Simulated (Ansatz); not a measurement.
The cluster Be3S3 (the lowest singlet isomer of a short search). Total charge 0; singlet. Geometry r2SCAN-D4/def2-SVP, basis def2-TZVP, Ansatz.

Cartesian coordinates in Å:
```
Be -0.785 -0.468 1.087
Be 0.354 -0.884 -1.053
Be 0.431 1.352 -0.034
S -0.662 -2.076 0.052
S -0.543 1.358 1.616
S 1.205 0.718 -1.669
```

| run | HOMO (eV) | LUMO (eV) |
| --- | --- | --- |
| A | -8.93 | -1.49 |
| B | -7.72 | -2.49 |
| C | -6.58 | -3.25 |
| D | -6.53 | -3.14 |
| E | -7.32 | -2.86 |
| F | -6.73 | -3.48 |

HSE06 is defined as in plane-wave codes, on full-range PBE exchange. The structure comes from a short search, and lower isomers may exist.

Problem. The runs used CAM-B3LYP, HSE06, LDA (SPW92), PBE, PBE0, revPBE. Estimate which is which.

Solution. A CAM-B3LYP (range-separated); B PBE0 (25 % exact exchange); C PBE (0 % exact exchange); D revPBE (0 % exact exchange); E HSE06 (range-separated); F LDA (SPW92) (0 % exact exchange). Exact exchange lowers occupied and raises empty levels; among semilocal functionals meta-GGAs tend to open the gap a little, and such runs are hard to tell apart. The gap grows from 3.24 eV (LDA (SPW92)) to 7.45 eV (CAM-B3LYP).
